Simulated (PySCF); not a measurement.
Bonds (- single, = double, # triple, : aromatic): C1=C2, C2-C3, C3=C4, C4-C5, C5=C6, C5-O7, O7-Si8. C1 carries H9, H10; C2 carries H11; C3 carries H12; C4 carries H13; C6 carries H14, H15; Si8 carries H16, H17, H18. Stereochemistry as in C=C/C=C/C(=C)O[SiH3]. H9 is cis to C3; H15 is cis to C4; H10 is trans to C3; H14 is trans to C4.

All values are calculated (PySCF): GFN2-xTB structure, GIAO PBE0/pcSseg-1 shieldings. Relativity neglected, isolated molecule, one conformer, fast rotation and ring inversion assumed for equivalent nuclei.

Scale: TMS for ¹³C (186.93 ppm), ¹H (31.72 ppm), ²⁹Si (349.16 ppm); H2O for ¹⁷O (336.08 ppm) (reference shieldings calculated alike).

```
      atoms  nucleus  count  Hirshfeld charge  δ (ppm)
        Si8     ²⁹Si      1              0.39    -44.1
        H15       ¹H      1              0.05     4.55
         C1      ¹³C      1             -0.09    127.1
        H11       ¹H      1              0.05        ?
        H12       ¹H      1              0.04        ?
         C5      ¹³C      1              0.08    164.6
         O7      ¹⁷O      1             -0.18     89.8
         H9       ¹H      1              0.05     5.68
        H10       ¹H      1              0.05     5.54
         C6      ¹³C      1             -0.14        ?
         C4      ¹³C      1             -0.06    136.6
        H13       ¹H      1              0.05     6.12
         C3      ¹³C      1             -0.04        ?
        H14       ¹H      1              0.04     4.39
         C2      ¹³C      1             -0.05    144.8
H16/H17/H18       ¹H      3             -0.08        ?
```

Problem. Estimate the values marked ?.

Solution. 
- C3: 140.2 ppm, alkene CH; the olefinic region
- C6: 97.3 ppm, β carbon of an enol-ether or enamine type C=C; the O or N lone pair pushes π density onto this β carbon and shields it
- H12: 6.89 ppm, hydrogen on an alkene CH; attached to an sp2 carbon and in the plane of the double bond
- H11: 6.67 ppm, hydrogen on an alkene CH; olefinic region
- H16/H17/H18: 5.06 ppm, hydrogen on a silicon bonded to O

Shifts are as computed. Against solution values, carbons near 30 ppm lie about +3 ppm off and those near 130 ppm about +5 ppm. Of 1211 compounds with measured shifts, 218 miss one by over three times the rms of a fit or turn the order of signals round; such compounds aren't used in these exercises. Experimental scales use liquid or dissolved standards, which lie at an offset from isolated H2O (liquid H2O: subtract about 36 ppm).
